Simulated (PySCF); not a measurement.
B2H2NO, AlBClH4N, AlBH5NO, CH5AlClN and others (calculated)

Calculation on a computer-drawn molecule: optimised geometry and harmonic frequencies of an isolated molecule of the commonest isotopes, restricted reference for singlets and unrestricted otherwise, frozen core in MP2. Program: PySCF 2.14.0.

Common to all runs: multiplicity 1.

```json
{"entry": 1, "formula": "B2H2NO", "start_structure": {"atoms_angstrom": [["N", -1.1804, 2.0737, 2.1652], ["B", -0.3267, 1.9434, 1.3621], ["B", 0.9956, 1.8379, 0.3622], ["O", 1.9088, 1.819, -0.4812], ["H", -1.7959, 1.2513, 2.516], ["H", -1.6565, 2.8076, 2.5216]]}, "given": {"charge": 1, "method": "HF", "basis": "cc-pVDZ", "drawn_bonds_atom": [1, 2, 3, 1, 1], "drawn_bonds_other_atom": [2, 3, 4, 5, 6], "drawn_bonds_order": [1, 1, 2, 1, 1]}, "results": {"optimised_atom_element": ["N", "B", "B", "O", "H", "H"], "optimised_atom_x [angstrom]": [-1.286, -0.2766, 1.015, 1.918, -1.779, -1.646], "optimised_atom_y [angstrom]": [2.021, 1.951, 1.861, 1.799, 1.204, 2.897], "optimised_atom_z [angstrom]": [2.184, 1.353, 0.2911, -0.4517, 2.525, 2.544], "modes_frequency [cm^-1]": [182.2, 200.5, 441.3, 504.4, 610.9, 715.4, 871.2, 1579, 1795, 2281, 3652, 3741], "modes_reduced_mass [dalton]": [4.295, 6.451, 3.735, 7.341, 8.011, 1.325, 1.618, 1.187, 5.247, 12.18, 1.054, 1.097], "rotational_constants [GHz]": [347.5, 3.18, 3.151], "total_energy [hartree]": -179.6306, "convergence_status_largest_gradient_component [hartree/bohr]": 1.45e-05}}
{"entry": 2, "formula": "B2H2NO", "start_structure": {"atoms_angstrom": [["N", -1.2861, 2.0209, 2.1839], ["B", -0.2766, 1.9508, 1.3533], ["B", 1.0146, 1.8613, 0.2911], ["O", 1.9177, 1.7988, -0.4517], ["H", -1.779, 1.2038, 2.5251], ["H", -1.6457, 2.8973, 2.5442]]}, "given": {"charge": 1, "method": "MP2", "basis": "cc-pVDZ", "drawn_bonds_atom": [1, 2, 3, 1, 1], "drawn_bonds_other_atom": [2, 3, 4, 5, 6], "drawn_bonds_order": [1, 1, 2, 1, 1]}, "results": {"optimised_atom_element": ["N", "B", "B", "O", "H", "H"], "optimised_atom_x [angstrom]": [-1.292, -0.2684, 1.007, 1.945, -1.791, -1.656], "optimised_atom_y [angstrom]": [2.022, 1.951, 1.862, 1.797, 1.19, 2.912], "optimised_atom_z [angstrom]": [2.189, 1.347, 0.2976, -0.4745, 2.534, 2.553], "modes_frequency [cm^-1]": [165.1, 181.5, 403.9, 465.2, 602.5, 633.8, 792.9, 1461, 1683, 1962, 3478, 3576], "modes_reduced_mass [dalton]": [4.423, 6.761, 3.247, 8.497, 7.94, 1.281, 1.712, 1.131, 6.822, 11.92, 1.054, 1.096], "rotational_constants [GHz]": [336.0, 3.128, 3.099], "total_energy [hartree]": -180.1199, "convergence_status_largest_gradient_component [hartree/bohr]": 2.754e-05}}
{"entry": 3, "formula": "AlBClH4N", "start_structure": {"atoms_angstrom": [["N", -1.1844, -1.7189, 0.5124], ["B", -0.469, -0.5444, 0.296], ["Al", 1.0999, -0.8328, -1.0737], ["Cl", 1.433, -2.6847, -1.9348], ["H", -1.0, -2.6337, -0.0048], ["H", -2.0023, -1.8109, 1.1046], ["H", -0.8428, 0.3644, 0.8501], ["H", 2.1654, 0.2085, -1.4766]]}, "given": {"charge": 0, "method": "HF", "basis": "cc-pV(D+d)Z", "drawn_bonds_atom": [1, 2, 3, 1, 1, 2, 3], "drawn_bonds_other_atom": [2, 3, 4, 5, 6, 7, 8], "drawn_bonds_order": [1, 1, 1, 1, 1, 1, 1]}, "results": {"optimised_atom_element": ["N", "B", "Al", "Cl", "H", "H", "H", "H"], "optimised_atom_x [angstrom]": [-1.265, -0.4864, 1.177, 1.499, -1.099, -2.051, -0.7924, 2.216], "optimised_atom_y [angstrom]": [-1.769, -0.6437, -0.7861, -2.708, -2.656, -1.769, 0.368, 0.3112], "optimised_atom_z [angstrom]": [0.5137, 0.2775, -1.082, -1.979, 0.08502, 1.133, 0.8582, -1.533], "modes_frequency [cm^-1]": [85.21, 85.65, 332.3, 393.5, 461.8, 558.7, 586.8, 665.3, 714.6, 950.3, 975.5, 1220, 1384, 1762, 2001, 2653, 3793, 3893], "modes_reduced_mass [dalton]": [5.722, 2.059, 4.932, 1.129, 9.098, 3.132, 1.399, 1.296, 1.231, 1.085, 1.131, 1.462, 3.762, 1.205, 1.044, 1.094, 1.051, 1.099], "rotational_constants [GHz]": [7.724, 2.291, 1.767], "total_energy [hartree]": -782.9924, "convergence_status_largest_gradient_component [hartree/bohr]": 1.371e-05}}
{"entry": 4, "formula": "AlBH5NO", "start_structure": {"atoms_angstrom": [["N", -2.6427, 2.035, -0.0796], ["B", -2.2748, 0.9472, 0.6298], ["O", -3.2337, 0.4341, 1.4738], ["Al", -0.4984, -0.2459, 0.8359], ["H", -2.0826, 2.5342, -0.7761], ["H", -3.5801, 2.4449, -0.018], ["H", -2.9328, -0.2983, 1.9558], ["H", 0.8032, -0.0906, 0.1401], ["H", -0.8342, -1.4506, 1.8609]]}, "given": {"charge": 0, "method": "HF", "basis": "cc-pV(D+d)Z", "drawn_bonds_atom": [1, 2, 2, 1, 1, 3, 4, 4], "drawn_bonds_other_atom": [2, 3, 4, 5, 6, 7, 8, 9], "drawn_bonds_order": [1, 1, 1, 1, 1, 1, 1, 1]}, "results": {"optimised_atom_element": ["N", "B", "O", "Al", "H", "H", "H", "H", "H"], "optimised_atom_x [angstrom]": [-2.548, -2.414, -3.523, -0.537, -1.823, -3.398, -3.405, 0.7066, -0.3355], "optimised_atom_y [angstrom]": [1.964, 0.8496, 0.5291, -0.2531, 2.302, 2.492, -0.2227, 0.1747, -1.525], "optimised_atom_z [angstrom]": [-0.07392, 0.7687, 1.52, 0.8271, -0.6686, -0.1228, 2.076, -0.06963, 1.765], "modes_frequency [cm^-1]": [129.1, 156.5, 337.0, 353.7, 434.2, 507.7, 517.0, 543.7, 629.3, 673.0, 853.0, 974.3, 1084, 1313, 1399, 1738, 1934, 1947, 3796, 3924, 4204], "modes_reduced_mass [dalton]": [1.08, 2.378, 4.8, 2.268, 1.253, 1.426, 1.082, 3.148, 1.136, 1.51, 1.071, 1.696, 1.326, 3.569, 3.899, 1.229, 1.055, 1.031, 1.053, 1.096, 1.067], "rotational_constants [GHz]": [9.186, 3.522, 2.546], "total_energy [hartree]": -398.9049, "convergence_status_largest_gradient_component [hartree/bohr]": 1.004e-05}}
{"entry": 5, "formula": "CH5AlClN", "start_structure": {"atoms_angstrom": [["N", -0.3584, 0.1795, 1.7629], ["C", -0.3441, -0.6623, 0.5425], ["Al", -0.5116, -2.6096, 1.0868], ["Cl", -0.5201, -4.3361, -0.0194], ["H", -1.216, -0.0328, 2.296], ["H", 0.4145, -0.088, 2.3662], ["H", 0.5752, -0.4674, -0.0549], ["H", -1.1962, -0.2086, -0.1281], ["H", -0.5737, -2.7533, 2.6018]]}, "given": {"charge": 0, "method": "HF", "basis": "cc-pV(D+d)Z", "drawn_bonds_atom": [1, 2, 3, 1, 1, 2, 2, 3], "drawn_bonds_other_atom": [2, 3, 4, 5, 6, 7, 8, 9], "drawn_bonds_order": [1, 1, 1, 1, 1, 1, 1, 1]}, "results": {"optimised_atom_element": ["N", "C", "Al", "Cl", "H", "H", "H", "H", "H"], "optimised_atom_x [angstrom]": [-0.3438, -0.3592, -0.5036, -0.5153, -1.178, 0.4206, 0.54, -1.177, -0.6138], "optimised_atom_y [angstrom]": [0.2878, -0.7261, -2.613, -4.15, 0.2264, 0.1243, -0.5892, -0.4821, -3.057], "optimised_atom_z [angstrom]": [1.695, 0.6242, 1.187, -0.277, 2.255, 2.329, 0.01191, -0.06397, 2.693], "modes_frequency [cm^-1]": [45.28, 119.4, 204.9, 266.5, 394.3, 518.0, 653.8, 681.6, 713.6, 978.5, 1116, 1122, 1343, 1476, 1537, 1783, 2017, 3151, 3185, 3710, 3786], "modes_reduced_mass [dalton]": [2.64, 5.942, 1.115, 4.936, 1.127, 8.101, 4.899, 1.458, 1.163, 1.326, 3.765, 1.017, 1.32, 1.205, 1.071, 1.084, 1.043, 1.061, 1.099, 1.052, 1.093], "rotational_constants [GHz]": [18.54, 1.649, 1.54], "total_energy [hartree]": -796.7130, "convergence_status_largest_gradient_component [hartree/bohr]": 2.454e-05}}
{"entry": 6, "formula": "CH4AlN", "start_structure": {"atoms_angstrom": [["N", 0.366, 0.1767, 0.3723], ["C", 0.7246, 1.4274, 0.924], ["Al", -0.2056, 2.5357, -0.4853], ["H", 0.7113, 0.0939, -0.5706], ["H", -0.6924, 0.0547, 0.2851], ["H", 1.7878, 1.5143, 1.0329], ["H", 0.3438, 1.4529, 1.9959]]}, "given": {"charge": 0, "method": "HF", "basis": "cc-pV(D+d)Z", "drawn_bonds_atom": [1, 2, 1, 1, 2, 2], "drawn_bonds_other_atom": [2, 3, 4, 5, 6, 7], "drawn_bonds_order": [1, 1, 1, 1, 1, 1]}, "results": {"optimised_atom_element": ["N", "C", "Al", "H", "H", "H", "H"], "optimised_atom_x [angstrom]": [0.3588, 0.6764, -0.1602, 0.7233, -0.6352, 1.768, 0.3047], "optimised_atom_y [angstrom]": [0.09502, 1.455, 2.771, -0.04029, -0.05706, 1.526, 1.507], "optimised_atom_z [angstrom]": [0.3731, 0.8948, -0.3847, -0.5561, 0.3146, 0.9866, 1.926], "modes_frequency [cm^-1]": [122.6, 223.3, 475.6, 582.0, 908.6, 1059, 1079, 1299, 1458, 1528, 1768, 3135, 3176, 3690, 3775], "modes_reduced_mass [dalton]": [5.883, 1.076, 1.256, 4.576, 1.199, 5.077, 1.014, 1.315, 1.218, 1.071, 1.086, 1.059, 1.101, 1.05, 1.094], "rotational_constants [GHz]": [29.08, 5.682, 5.021], "total_energy [hartree]": -336.5171, "convergence_status_largest_gradient_component [hartree/bohr]": 3.705e-05}}
```
